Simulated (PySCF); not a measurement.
## Interval between two levels of Ti(2+) by level of theory

Ti(2+) [Ar] 3d2 [3F4, M_J = 4] → Ti(2+) [Ar] 3d1 4p1 [3F4, M_J = 4], as a difference of total energies. Computed with PySCF 2.14 in x2c-TZVPall-2c (6s7p4d1f, 54 functions), with the two-component X2C-1e Hamiltonian. Correlated levels: [Ne] frozen; the 6 highest virtual spinors dropped. "Screened" scales the spin-orbit matrix elements by Boettger's factors to mimic the two-electron term; Breit and QED terms are absent.

| method | interval between two levels (cm⁻¹) |
| --- | --- |
| GHF (spin-free) | 73817 |
| GMP2 (spin-free) | 73431 |
| GHF (screened spin-orbit) | 73965 |
| GMP2 (screened spin-orbit) | 73593 |

The labels give the starting determinants; with spin-orbit coupling the two ends relaxed to ⟨J²⟩ = 20.00, ⟨L²⟩ = 12.00, ⟨S²⟩ = 2.00 and ⟨J²⟩ = 20.01, ⟨L²⟩ = 12.00, ⟨S²⟩ = 2.00.
